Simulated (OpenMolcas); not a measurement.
# Cr3+, Mo3+, W3+: d³ down the group

```yaml
Program: OpenMolcas
Method: SS-CASPT2, IPEA 0.25 Eh, imaginary shift 0.1 Eh
Basis: ANO-RCC-VQZP
Scalar_Hamiltonian: DKH2, point nucleus
Spin-orbit_coupling: state interaction with AMFI integrals over the reference wave functions, term energies averaged over their components
```

Active space for each ion: 3 electrons in 5 orbitals (d); closed shells correlated by CASPT2: Cr3+ 3s 3p; Mo3+ 4s 4p; W3+ 5s 5p.

Computed levels in cm-1 above ⁴F_3/2:

```
                               Level   Cr3+   Mo3+    W3+
                              ⁴F_5/2    248    755   3680
                              ⁴F_7/2    586   1708   6970
                              ⁴F_9/2   1006   2790   9480
                              ⁴P_1/2  14470  10920  12820
                              ²G_7/2  14660  11680  15720
                              ⁴P_5/2  14860  12100  17990
                              ²G_9/2  15020  12390  24770
                              ²P_1/2  20410  15550  20340
                              ²H_9/2  20660  16060  16520
weight of ⁴F in the lowest level (%)    100     99     87
```

Mixed levels, with the weight of the term that names them: W3+ ⁴F_9/2 (71 %), W3+ ⁴P_1/2 (67 %), W3+ ²G_9/2 (54 %), W3+ ²P_1/2 (67 %), W3+ ²H_9/2 (55 %).

Measured, with the error of the calculation in %. Measured levels: Cr3+ from Sugar and Corliss, J. Phys. Chem. Ref. Data 6, 317 (1977); Mo3+ from Sugar and Musgrove, J. Phys. Chem. Ref. Data 17, 155 (1988); W3+ from the list in J. Phys. B 45, 035001 (2012).

| Level | Cr3+ | Mo3+ | W3+ |
| --- | --- | --- | --- |
| ⁴F_5/2 | 236 (+5.2) | 778 (-3.0) | 3537 (+4.0) |
| ⁴F_7/2 | 556 (+5.5) | 1760 (-3.0) | 6745 (+3.4) |
| ⁴F_9/2 | 946 (+6.4) | 2865 (-2.7) | 9256 (+2.4) |
| ⁴P_1/2 | 14059 (+2.9) | 10338 (+5.7) | 11773 (+8.9) |
| ²G_7/2 | 15052 (-2.6) | 11580 (+0.8) | 15261 (+3.0) |
| ⁴P_5/2 | 14471 (+2.7) | 11612 (+4.2) | 17190 (+4.6) |
| ²G_9/2 | 15402 (-2.5) | 12311 (+0.6) |  |
| ²P_1/2 | 19519 (+4.6) | 14348 (+8.4) | 18365 (+10.8) |
| ²H_9/2 | 21066 (-1.9) | 15995 (+0.4) | 16205 (+2.0) |

The fine-structure level ⁴F_9/2 changes by a factor of 9.42 from Cr3+ to W3+.

Without spin-orbit coupling ⁴P lies 14140, 10040, 9820 cm-1 above ⁴F in that order; the difference to the level ⁴P_1/2, of either sign, comes from spin-orbit coupling, which also lowers the zero.

CASPT2 breaks the degeneracy within a term, and the mean is taken; among the terms shown or strongly mixed into the levels shown the widest spread is 1900 cm-1 (5d³ ²P, W3+). The CASPT2 spread within a term exceeds the gap to the next term for 3d³ ²P and 3d³ ²H, so the order of their levels is uncertain (figures for Cr3+; the like holds for Mo3+, W3+). Computed and measured levels are paired by configuration, term and J; levels that our copy of the source lacks, or whose pairing is in doubt (as where it misses far off the trend of its configuration), stay unpaired and out of the deviations. Levels of configurations outside the active space are missing.
